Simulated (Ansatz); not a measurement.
Cost and result for the atomization energy of `C[SiH2][S][Zn][F]` (10 atoms, 9 bonds).

```xyz
10

C     0.7857    0.9623   -0.5863
Si   -0.7861   -0.0185   -0.8058
S    -1.8281   -0.3350    1.0439
Zn   -0.2748   -1.3445    2.1059
F     0.9955   -2.1591    2.9884
H     1.5223    0.4125    0.0061
H     0.5820    1.9105   -0.0847
H     1.2355    1.1751   -1.5602
H    -0.4758   -1.3217   -1.4527
H    -1.7562    0.7185   -1.6547
```

The species carries charge 0 and has multiplicity 1. For Zn the d shell is correlated and the shells below it are frozen. Scalar relativity is left out up to krypton. All single points use the PBE0-D4/def2-TZVP geometry. It is one conformer, not always the lowest. Program: Ansatz. All runs use 4 threads of an Intel Xeon Platinum 8175M on a shared host. Times are those of one run each, without the atoms' runs, and a repeat can differ threefold. Electronic energies, without spin–orbit coupling; frozen cores. CCSD(T)/CBS adds CCSD(T) − MP2 in def2-TZVPP to the MP2 limit, and its time is that of the two runs behind it. T1 = 0.015. With those shells the extrapolation isn't a true limit. B3LYP takes the VWN-RPA correlation (the form of Gaussian; ORCA's B3LYP/G).

CCSD(T)/CBS is a level of theory with its own doubt, some kJ/mol a heavy atom from the limit and from the frozen cores, so smaller differences don't rank the functionals.

| level | functions | wall time | atomization (kcal/mol) | difference from CCSD(T)/CBS | per bond |
| --- | --- | --- | --- | --- | --- |
| LDA (SPW92)/def2-TZVPP | 280 | 1.8 s | 874.5 | 98.6 | 11.0 |
| BLYP-D4/def2-TZVPP | 280 | 2.6 s | 759.5 | -16.4 | -1.8 |
| PBE-D4/def2-TZVPP (with forces) | 280 | 3.4 s | 778.1 | 2.2 | 0.3 |
| PBE0-D4/def2-TZVPP | 280 | 4.8 s | 769.9 | -6.0 | -0.7 |
| CAM-B3LYP-D4/def2-TZVPP | 280 | 5.5 s | 771.4 | -4.5 | -0.5 |
| CCSD(T)/def2-SVP | 120 | 7 s | 718.9 | -57.0 | -6.3 |
| B3LYP-D4/def2-TZVPP (with forces) | 280 | 7.5 s | 764.6 | -11.3 | -1.2 |
| PBE-QIDH/def2-TZVPP | 280 | 7.5 s | 769.9 | -6.0 | -0.7 |
| B2PLYP/def2-TZVPP | 280 | 8 s | 759.7 | -16.2 | -1.8 |
| ωB97M-V/def2-TZVPP (with forces) | 280 | 15 s | 775.0 | -0.9 | -0.1 |
| MP2/def2-QZVPP | 504 | 28 s | 781.7 | 5.8 | 0.6 |
| CCSD(T)/def2-TZVPP | 280 | 3.3 min | 751.5 | -24.4 | -2.7 |
| CCSD(T)/CBS(def2) | – | 3.7 min | 775.9 | 0.0 | 0.0 |

From r2SCAN to r2SCAN0 (25 % exact exchange), in def2-TZVPP and without D4, the atomization energy moves by −11.2 kcal/mol: exact exchange takes away binding that semilocal exchange gives to molecules. The D4 term adds +9.4 kcal/mol with B3LYP and +5.0 kcal/mol with PBE0; it sums over pairs of atoms, weighted by their polarisabilities, and B3LYP, whose exchange is more repulsive, gets the larger term. Leaving LDA and LC-ωPBE aside and taking each functional with its dispersion term where it has one, the values, not all of them listed here, spread over 29.8 kcal/mol, from BHLYP-D4 to ωB97X-V. LDA lies +102.2 kcal/mol from PBE without D4, its usual overbinding.
